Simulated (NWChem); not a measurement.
Species: C2H3F3Si; SMILES C=C(F)[SiH](F)F

```xyz
9

C     -1.2308    -1.5619     0.5617
C     -0.0859    -1.0802     0.0813
F      0.9613    -1.8907    -0.1465
Si     0.2090     0.7127    -0.3447
F     -1.1870     1.4779    -0.0825
F      1.3068     1.3497     0.6486
H     -1.3498    -2.6249     0.7901
H     -2.0685    -0.8842     0.7342
H      0.6595     0.9477    -1.7315
```
Atoms are numbered in this order, from 1.

All runs: NWChem. Pople sets run with spherical d functions. Coordinates come from a PBE0/def2-SVP optimisation. GIAO values for the isolated, static molecule; σ is the absolute isotropic shielding, δ = σ(reference) − σ with the isolated reference molecule computed at the same levels (13C: tetramethylsilane, 19F: trichlorofluoromethane, 1H: tetramethylsilane).

| level | δ C1 (ppm) | δ C2 (ppm) | δ F3 (ppm) | δ F5 (ppm) | δ F6 (ppm) | δ H7 (ppm) | δ H8 (ppm) |
|---|---|---|---|---|---|---|---|
| BHandHLYP/pcSseg-1 | 121.8 | 173.4 | -109.0 | -148.7 | -135.3 | 5.89 | 5.68 |
| Hartree-Fock/6-31G* | ? | ? | ? | ? | ? | ? | ? |
| B3LYP/6-311G** | 115.5 | 171.7 | -121.9 | -172.5 | -159.4 | 5.64 | 5.46 |

Complete the blanks.


- Hartree-Fock/6-31G*, δ C1 (ppm): 116.5
- Hartree-Fock/6-31G*, δ C2 (ppm): 157.2
- Hartree-Fock/6-31G*, δ F3 (ppm): -97.0
- Hartree-Fock/6-31G*, δ F5 (ppm): -108.0
- Hartree-Fock/6-31G*, δ F6 (ppm): -95.4
- Hartree-Fock/6-31G*, δ H7 (ppm): 5.81
- Hartree-Fock/6-31G*, δ H8 (ppm): 5.60
